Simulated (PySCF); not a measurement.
Compound: C7H12N2.
Atom-mapped SMILES: `[CH3:1][CH2:2][C@H:3]([CH3:4])[n:5]1[cH:6][cH:7][cH:8][n:9]1`

Probes without a nucleus sit at each ring's centroid and 1 Å off its mean plane on both sides; NICS is minus the shielding there, NICSzz its component along the normal. Level: GIAO PBE0/pcSseg-1 (PySCF, non-relativistic, gas phase) on the GFN2-xTB geometry, one conformer.

Ring bond lengths (Å), with Mayer bond orders in brackets: N5–C6 1.346 (1.16), C6–C7 1.376 (1.44), C7–C8 1.400 (1.34), C8–N9 1.319 (1.51), N9–N5 1.328 (1.20).

**Question.** What do the NICS probes read (ppm)?

**Answer.** 
```json
{"ring": "N5–C6–C7–C8–N9", "type": "5-membered ring with 2 N; formal bonds all aromatic", "NICS(0)": "-13.3", "NICS(1), two faces": "-11.9 / -11.8", "NICS(1)zz, two faces": "-31.4 / -31.4", "rms pucker (Å)": "0.00", "centre to ring atoms, mean (Å)": "1.15"}
```

**Question.** What can be read from them?

**Answer.** 
- N5–C6–C7–C8–N9: mean NICS(1)zz -31.4 ppm, shielded. The ring is flat and has no four-coordinate atom; by the NICS criterion it is aromatic.

**Question.** And the bond-length index? HOMA takes Krygowski's 1993 parameters.

**Answer.** 
- N5–C6–C7–C8–N9: HOMA 0.97; the largest term is that of N9–N5, α(R − Ropt)² = 0.05. The geometric and the magnetic index point the same way.

**Question.** What is the mean of the two in-plane components of NICS at the second NICS(1) probe listed for ring N5–C6–C7–C8–N9, 1 Å off the ring?

**Answer.** The isotropic value is a third of the trace: (3 × -11.8 − (-31.4))/2 = -2.0 ppm.

**Question.** List the ring angles and the Hirshfeld charges of the ring atoms.

**Answer.** 
- N5–C6–C7–C8–N9: N5 111.6° (+0.052 e), C6 107.0° (-0.023 e), C7 104.3° (-0.108 e), C8 110.9° (-0.034 e), N9 106.1° (-0.133 e); sum 540.0° against 540° for a flat convex ring.

**Question.** How shielded are the nuclei of the rings and their hydrogens (means over atoms taken as equivalent)?

**Answer.** 
```tsv
atoms	environment	σ isotropic (ppm)	principal values of the symmetric part, first atom (ppm)
N5	pyrrole-type nitrogen	22.3	-83.7, 25.9, 124.6
C6	aromatic CH next to a ring nitrogen	53.6	-25.5, 56.3, 130.0
C7	aromatic CH carbon	77.6	2.7, 69.0, 161.1
C8	aromatic CH next to a ring nitrogen	43.0	-46.6, 42.0, 133.8
N9	pyridine-type nitrogen	-66.8	-308.7, -87.5, 195.7
H on C6	aromatic hydrogen	24.43	22.1, 23.6, 27.6
H on C7	aromatic hydrogen	25.41	23.1, 25.5, 27.6
H on C8	aromatic hydrogen	23.99	21.4, 25.1, 25.4
```

Conformer computed: `[CH3:1][CH2:2][C@H:3]([CH3:4])[n:5]1[cH:6][cH:7][cH:8][n:9]1`: C1–C2–C3–C4 -175°, C2–C3–N5–C6 -118°.
